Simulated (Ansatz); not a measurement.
System: C3H7Ge (charge -1, singlet). It need not be the lowest isomer of its formula. Whether it binds its extra electron was not tested at this geometry. 
Structure (B3LYP-D3(BJ)/def2-TZVP (Ansatz, a program for electronic structure) minimum search):
```xyz
11

C     -2.7585     0.3019     0.2529
C     -1.7582     0.0172    -0.6001
C     -0.6206    -0.9097    -0.2276
Ge     1.0191     0.1205     0.1518
H     -3.4655     1.0080    -0.2347
H     -1.6354     0.4305    -1.6209
H     -0.8832    -1.4473     0.6870
H     -0.3717    -1.6383    -1.0104
H      0.8696     1.0115     1.4068
H      1.3906     1.0656    -1.0241
H      2.3083    -0.7432     0.3888
```
Charge -1, spin multiplicity 1.

Total electronic energies in hartree. Cores are frozen in the correlated levels unless marked. Spin-orbit coupling is left out. The frozen core is the preceding noble-gas configuration, with the filled d and f shells of earlier blocks. No relativistic terms. Basis-set limits of correlation are two-point, X^-3; Hartree-Fock from the larger set.

```tsv
level	program	energy (Eh)
HF/cc-pVQZ	Ansatz	-2193.02056
RI-HF/aug-cc-pVQZ	Ansatz	-2193.02362
PBE0-D4/def2-TZVPD	Ansatz + dftd4	(withheld)
BHLYP-D4/def2-TZVPD	Ansatz + dftd4	-2195.39806
LC-wPBE-D3(BJ)/def2-TZVPD	Ansatz + dftd3	-2195.14142
MP2/cc-pVQZ	Ansatz	-2193.70138
RI-MP2/cc-pVQZ	Ansatz	-2193.70107
SCS-MP2/6-31G*	Ansatz	-2193.08276
CCSD(T)/CBS(aug-cc-pVTZ,aug-cc-pVQZ)	Ansatz	-2193.8013
```

Q: What belongs in the gaps?

A: 
- PBE0-D4/def2-TZVPD, energy (Eh): -2195.08459
